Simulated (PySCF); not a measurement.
## Two-dimensional NMR puzzle

Compound of formula C$_{6}$H$_{5}$NO. Correlations simulated from computed shifts and the bond graph:

HSQC (one-bond C–H):
```tsv
δH	δC
10.30	197.4
9.34	157.4
7.85	128.0
```

COSY cross peaks (H two or three bonds apart, from the bond graph; peaks can be absent where the dihedral angle is near 90°):
```tsv
δH	δH
9.34	7.85
```

HMBC (two and three bonds, from the bond graph):
```tsv
δH	δC
10.30	145.6, 128.0
9.34	157.4, 145.6, 128.0
7.85	197.4, 157.4, 145.6, 128.0
```

Carbons without hydrogens: δ 145.6.

A single conformation, gas phase, non-relativistic Hamiltonian, one averaged value for each set of equivalent atoms. Shielding tensors at PBE0/pcSseg-1 (GIAO); structure optimised with GFN2-xTB; PySCF.

Referencing at the same level of theory: ¹H (31.72 ppm) and ¹³C (186.93 ppm) vs TMS.

Exchangeable hydrogens are left out of these lists.

Task: Assemble the structure.

Result: 4-Pyridine Carbaldehyde (SMILES O=Cc1ccncc1).

Structure with atom numbers: `[O:1]=[CH:2][c:3]1[cH:4][cH:5][n:6][cH:7][cH:8]1`. Hydrogens are named by the atom that carries them.

1. δC 197.4 is C2, an aldehyde carbonyl carbon (δH 10.30).
2. δC 157.4 is C5/C7, an aromatic CH next to a ring nitrogen (δH 9.34).
3. δC 145.6 is C3, a substituted aromatic carbon.
4. δC 128.0 is C4/C8, an aromatic CH (δH 7.85).
5. HMBC from δH 10.30 reaches the proton-free carbon C3.
6. HMBC from δH 9.34 reaches the proton-free carbon C3.
7. HMBC from δH 7.85 reaches the proton-free carbon C3.
8. COSY links 9.34–7.85.

This is the structure that produced the data.

Shifts are as computed. Against solution values, carbons near 30 ppm lie about +3 ppm off and those near 130 ppm about +5 ppm. Of 246 compounds with measured shifts, 49 miss one by over three times the rms of a fit or turn the order of signals round; such compounds aren't used in these exercises.
